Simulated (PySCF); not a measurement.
Start geometry of `COC[O][GeH3]` from GFN2-xTB (Å):
```
atom  x, y, z in Å
C1    -1.9039    0.1951    0.2700
O2    -0.5176    0.0975    0.0641
C3    -0.1501   -0.3290   -1.2211
O4     1.2168   -0.3698   -1.2789
Ge5    2.1129    0.0982    0.1843
H6    -2.3512    0.9203   -0.4193
H7    -2.0427    0.5307    1.2949
H8    -2.3898   -0.7773    0.1298
H9    -0.5453    0.3712   -1.9804
H10   -0.5731   -1.3305   -1.4235
H11    3.4904   -0.1020   -0.3545
H12    1.8436    1.5272    0.5392
H13    1.8056   -0.8312    1.3164
```

**Question.** What comes out of this run: PySCF, PBE0-D3(BJ)/def2-SVP geometry optimisation, gas phase?

**Answer.** 
```
atom  x, y, z in Å
C1    -1.7760    0.3462    0.2428
O2    -0.4792   -0.1655    0.2309
C3     0.0749   -0.3004   -1.0474
O4     1.4077   -0.5911   -0.9292
Ge5    2.3547    0.2867    0.3245
H6    -1.8328    1.3415   -0.2410
H7    -2.0884    0.4468    1.2908
H8    -2.4914   -0.3248   -0.2710
H9    -0.0965    0.6466   -1.6151
H10   -0.4179   -1.1269   -1.6013
H11    3.8032    0.0797   -0.1422
H12    1.9656    1.7780    0.2920
H13    2.1360   -0.3259    1.7146
```

The energy falls by 11.4 kJ/mol over 16 energy and gradient evaluations, the largest force component goes from 0.0173 to 2.5e-04 Eh/bohr, and the atoms move by 0.355 Å rms after alignment. The bond that changes most is Ge5–H12 (ends: germanium bonded to O and 3 H; Ge–H hydrogen), which lengthens by 0.045 Å. Bonds longer at the end by more than 0.005 Å: 8 of 12; shorter: 1. Among the angles that change most is O4–Ge5–H11, from 97.6° to 102.6°. Among the dihedrals that turn most is H10–C3–O4–Ge5, from -120° to -162°. Rotational constants go from 7782, 1691, 1439 to 8009, 1553, 1366 MHz. The orientation of the end geometry is arbitrary; only internal coordinates are fixed.

The run used 128 basis functions and 101 SCF cycles in all. Hardware: an x86-64 server with one thread, no GPU, shared host. Cost: 84 s wall.

Whether it is a minimum is left open (no frequencies). The numbers are those of one conformer.
